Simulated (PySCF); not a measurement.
# C6H12F: g tensor and hyperfine couplings

Compound: C₆H₁₂F (doublet state).
Z-matrix (Å and degrees, GFN2-xTB geometry), rows numbered from 1:
```
C 
C   1  1.4844
C   2  1.4833  1  119.80
C   2  1.4953  1  119.85  3   170.83
C   4  1.5359  2  112.44  1   -56.23
C   4  1.5357  2  112.40  1    69.50
F   4  1.3989  2  108.58  1  -173.43
H   1  1.0905  2  110.31  3    42.23
H   1  1.0974  2  111.52  3   -76.32
H   1  1.0877  2  111.89  3   163.22
H   3  1.0969  2  111.42  1    99.51
H   3  1.0907  2  110.89  1  -142.46
H   3  1.0875  2  110.82  1   -20.86
H   5  1.0848  4  110.42  2    62.66
H   5  1.0873  4  109.55  2   -57.68
H   5  1.0874  4  109.56  2  -176.86
H   6  1.0850  4  110.47  2   -63.98
H   6  1.0873  4  109.54  2   175.63
H   6  1.0870  4  109.59  2    56.29
```

The hyperfine couplings belong to this conformer and change with its torsions.

The species is `C[C](C)C(C)(C)F` [radical].

Theory: UKS B3LYP, pcH-1 on C F H, non-relativistic, mean-field spin-orbit, GIAO in PySCF 2.14.0. One conformer (not necessarily the lowest) at the GFN2-xTB geometry, without solvent, vibrations or thermal averaging. The geometry wasn't refined by DFT: couplings that depend on bond lengths, twists or pyramidal angles can differ widely from those at the functional's own minimum. Stability of the SCF solution: not tested.

| Quantity | Value |
| --- | --- |
| g1, g2, g3 | 2.00214, 2.00277, 2.00292 |
| g_iso | 2.00261 |
| Form of g | rhombic: the two nearest values differ by 20 % of g3 − g1 |
| ⟨S²⟩ | 0.7540 (exact 0.7500) |
| α and β electrons | 29, 28 |

Hyperfine couplings atom by atom, in mT; T1 to T3 are the principal values of the dipolar part (MHz turned into mT with g_iso):

| atom | isotope | a_iso | T1 | T2 | T3 | Mulliken spin population |
| --- | --- | --- | --- | --- | --- | --- |
| C1 | 13C | -1.19 | -0.07 | -0.02 | 0.09 | -0.08 |
| C2 | 13C | 3.59 | -2.92 | -2.91 | 5.83 | 0.98 |
| C3 | 13C | -1.19 | -0.08 | 0.00 | 0.07 | -0.08 |
| C4 | 13C | -1.19 | -0.05 | -0.01 | 0.06 | -0.06 |
| C5 | 13C | 1.65 | -0.14 | -0.13 | 0.27 | 0.03 |
| C6 | 13C | 1.73 | -0.14 | -0.13 | 0.27 | 0.03 |
| F7 | 19F | -0.18 | -0.19 | -0.12 | 0.32 | 0.00 |
| H8 | 1H | 1.83 | -0.17 | -0.16 | 0.33 | 0.02 |
| H9 | 1H | 4.92 | -0.18 | -0.12 | 0.30 | 0.06 |
| H10 | 1H | 0.76 | -0.17 | -0.14 | 0.31 | 0.01 |
| H11 | 1H | 4.88 | -0.18 | -0.12 | 0.30 | 0.06 |
| H12 | 1H | 2.52 | -0.17 | -0.16 | 0.33 | 0.03 |
| H13 | 1H | 0.42 | -0.17 | -0.14 | 0.31 | 0.01 |
| H14 | 1H | -0.09 | -0.14 | -0.07 | 0.21 | 0.00 |
| H15 | 1H | -0.07 | -0.17 | -0.07 | 0.24 | 0.00 |
| H16 | 1H | 0.38 | -0.10 | -0.05 | 0.15 | 0.01 |
| H17 | 1H | -0.09 | -0.14 | -0.08 | 0.22 | 0.00 |
| H18 | 1H | 0.43 | -0.10 | -0.05 | 0.15 | 0.01 |
| H19 | 1H | -0.05 | -0.19 | -0.07 | 0.26 | 0.00 |

Largest spin populations (Mulliken): C2 (+0.98), C3 (-0.08), C1 (-0.08) and H9 (+0.06). C2 is the only atom above +0.15. The positive populations add up to 1.23 and the negative ones to -0.23, together 2S = 1. The angles at C2 add up to 359.4°, so it is planar.

Axes: g3 points within 9° of the C2–C4 bond.

Under fast tumbling the dipolar parts average out, and these isotropic splittings remain: 6 × 1H (H8 (×6), I = 1/2, 7 lines) with 2.56 mT, 1 × 19F (F7, I = 1/2, 2 lines) with 0.18 mT and 6 × 1H (H14 (×6), I = 1/2, 7 lines) with 0.08 mT.

Means are taken over nuclei equivalent by connectivity, which assumes that they swap fast. The six 1H nuclei of mean +71.6 MHz run from 11.9 to 138.0 MHz in the frozen geometry. The six 1H nuclei of mean +2.4 MHz run from -2.6 to 12.0 MHz in the frozen geometry.

The 13C coupling of C2 (100.5 MHz) shows only in satellite lines or after enrichment, since that isotope makes up about 1.07 % of natural carbon.

The spin density at the nucleus, in bohr⁻³, is negative for C4 (-0.0298), C1/C3 (-0.0297) and F7 (-0.0012), for instance. A restricted open-shell determinant has no negative spin density anywhere; here it arises because α and β orbitals differ (spin polarisation).

The run took 66 s wall (grids of density and orbitals included) on an Arm Neoverse V2 with one thread, no GPU (shared host), and the process peaked at 0.96 GiB of memory.
